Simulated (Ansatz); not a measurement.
Molecule: CH5OSi, net charge 0, doublet state. It need not be the lowest isomer of its formula. SMILES: [SiH2]OC
Geometry from a B3LYP-D3(BJ)/def2-TZVP (Ansatz, a first-principles code) optimisation:
```
O
C 1 1.4190
H 2 1.0897 1 107.95
H 2 1.0933 3 108.81 1 -120.37
H 2 1.0945 3 108.84 4 -118.54
Si 1 1.6497 2 124.95 3 164.89
H 6 1.4858 1 105.77 2 -165.82
H 6 1.4963 7 110.89 1 -118.84
```
Charge 0, spin multiplicity 2.

Wanted: atomisation energy (electronic, to ground-state atoms); the coupled-cluster value holds the core correlation from cc-pwCVTZ, in kcal/mol. Correlated levels leave the core frozen unless marked. UHF or UKS for open shells. No spin-orbit coupling. No relativistic terms. Basis-set limits of correlation are two-point, X^-3; Hartree-Fock from the larger set (for Q and 5 zeta extrapolated as (X+1)exp(-9√X)).

Level to compare with: CCSD(T)/CBS(cc-pV(Q+d)Z,cc-pV(5+d)Z) plus the core term (Ansatz), 647.8 kcal/mol. It is a level with limits of its own, and the differences hold the functionals' basis error too.

Rank these functionals by how close they come to CCSD(T)/CBS(cc-pV(Q+d)Z,cc-pV(5+d)Z), closest first: wB97X-V/def2-TZVPD (Ansatz); PBE/def2-TZVPD (Ansatz); SVWN5/def2-TZVPD (Ansatz).

wB97X-V/def2-TZVPD (range-separated hybrid with VV10, 648.3 kcal/mol, difference 0.5), PBE/def2-TZVPD (GGA, 650.5 kcal/mol, difference 2.7), SVWN5/def2-TZVPD (LDA, 734.2 kcal/mol, difference 86.4)
